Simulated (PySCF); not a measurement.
Species: C4H9ClOSi.
SMILES with atom numbers: `[CH3:1][O:2][C@@H:3]1[CH2:4][C@@H:5]1[SiH2:6][Cl:7]` (hydrogens: H8, H9, H10 on C1; H11 on C3; H12, H13 on C4; H14 on C5; H15, H16 on Si6)

All values: PBE0/pcSseg-1 and wB97X-D/def2-SVPD (PySCF, non-relativistic), on one gas-phase PBE0-D3(BJ)/def2-SVP geometry that isn't relaxed in the solvent. The solvent is an IEF-PCM continuum (Bondi radii, 1.10 Å for H, scaled by 1.2). Only the electrostatic response of the medium enters.

Gas phase at PBE0/pcSseg-1: HOMO -7.63 eV, LUMO 0.63 eV, dipole 3.71 D.

**Question.** What does the continuum do to the energy, the frontier levels and the dipole at PBE0/pcSseg-1 in chloroform and dimethylsulfoxide?

**Answer.** 
```tsv
solvent	ε	E(solvent) − E(gas) (kJ/mol)	polarisation term (kJ/mol)	distortion of the solute (kJ/mol)	HOMO (eV)	LUMO (eV)	dipole (D)
chloroform	4.711	-11.61	-12.78	1.17	-7.46	0.59	4.31
dimethylsulfoxide	46.83	-16.14	-18.41	2.27	-7.42	0.56	4.53
```

Polarisation term: ½ Σ q·V over the induced surface charges. Distortion: the rise of the solute's own energy as its density leaves the gas-phase optimum. From chloroform to dimethylsulfoxide the lowering changes by a factor 1.39, Onsager's factor (ε − 1)/(2ε + 1) by 1.36 and ε itself by 9.9.

**Question.** Which radius a makes the point-dipole formula ΔE = −[(ε − 1)/(2ε + 1)]·μ²/a³ give the value in dimethylsulfoxide, with the gas-phase dipole?

**Answer.** μ = 1.458 au and |ΔE| = 0.00615 Eh give a = 2.92 Å; the farthest nucleus lies 4.01 Å from the centroid of the nuclei, so such a sphere wouldn't even hold the nuclei. The formula assumes a rigid point dipole at the centre of a sphere.

**Question.** Which Hirshfeld charges (PBE0/pcSseg-1) respond most in chloroform (means over atoms taken as equivalent)?

**Answer.** 
```json
{"atoms": "Cl7", "environment": "silicon-bound chlorine", "gas (e)": "-0.163", "solvent (e)": "-0.179", "change": "-0.016"}
{"atoms": "O2", "environment": "ether oxygen", "gas (e)": "-0.118", "solvent (e)": "-0.126", "change": "-0.008"}
{"atoms": "H11", "environment": "methine hydrogen", "gas (e)": "+0.046", "solvent (e)": "+0.052", "change": "+0.006"}
{"atoms": "H12", "environment": "methylene hydrogen", "gas (e)": "+0.053", "solvent (e)": "+0.057", "change": "+0.004"}
{"atoms": "H14", "environment": "methine hydrogen", "gas (e)": "+0.051", "solvent (e)": "+0.054", "change": "+0.003"}
{"atoms": "H8/H9/H10", "environment": "methyl hydrogen", "gas (e)": "+0.043", "solvent (e)": "+0.046", "change": "+0.003"}
{"atoms": "H13", "environment": "methylene hydrogen", "gas (e)": "+0.048", "solvent (e)": "+0.050", "change": "+0.002"}
{"atoms": "C5", "environment": "sp3 carbon bound to silicon", "gas (e)": "-0.143", "solvent (e)": "-0.145", "change": "-0.002"}
{"atoms": "H16", "environment": "Si–H hydrogen", "gas (e)": "-0.073", "solvent (e)": "-0.072", "change": "+0.001"}
{"atoms": "Si6", "environment": "chlorine-bound silicon", "gas (e)": "+0.342", "solvent (e)": "+0.341", "change": "-0.001"}
{"atoms": "C3", "environment": "sp3 carbon bound to oxygen", "gas (e)": "+0.029", "solvent (e)": "+0.030", "change": "+0.001"}
{"atoms": "C4", "environment": "three-membered-ring carbon", "gas (e)": "-0.092", "solvent (e)": "-0.091", "change": "+0.001"}
```

**Question.** How do the nuclear quadrupole coupling constants eQVzz/h respond in chloroform?

**Answer.** 
| nucleus | Q (barn) | gas (MHz) | solvent (MHz) | η gas | η solvent |
| --- | --- | --- | --- | --- | --- |
| 17O at O2 | -0.0256 | 11.90 | 11.82 | 0.99 | 0.99 |
| 35Cl at Cl7 | -0.0817 | -42.68 | -41.27 | 0.02 | 0.02 |

Gas phase at wB97X-D/def2-SVPD: HOMO -9.56 eV, LUMO 2.06 eV, dipole 3.50 D.

**Question.** What does the continuum do to the energy, the frontier levels and the dipole at wB97X-D/def2-SVPD in chloroform?

**Answer.** 
```tsv
solvent	ε	E(solvent) − E(gas) (kJ/mol)	polarisation term (kJ/mol)	distortion of the solute (kJ/mol)	HOMO (eV)	LUMO (eV)	dipole (D)
chloroform	4.711	-11.27	-12.54	1.27	-9.40	2.00	4.15
```

The atom shares or the degeneracy of the LUMO differ from the gas phase in chloroform, so that column needn't follow one orbital.

**Question.** How does the static polarisability (wB97X-D/def2-SVPD, frozen core, with the continuum's full static response) change?

**Answer.** 
| medium | isotropic (au) | principal values (au) | ⟨r²⟩ of the electrons (bohr²) |
| --- | --- | --- | --- |
| gas | 90.1 | 76.9, 84.2, 109.1 | 1516.6 |
| chloroform | 110.4 | 97.3, 104.9, 129.0 | 1516.3 |

The isotropic value in chloroform is 1.23 times the gas-phase one; no cavity-field correction is applied. ⟨r²⟩ is taken about the centre of nuclear charge.

Shape of the structure used: `[CH3:1][O:2][C@@H:3]1[CH2:4][C@@H:5]1[SiH2:6][Cl:7]`: C1–O2–C3–C4 -83°, C4–C5–Si6–Cl7 107°.

wB97X-D is run here without its empirical dispersion term; that term would change no orbital, density or response property at a fixed geometry.
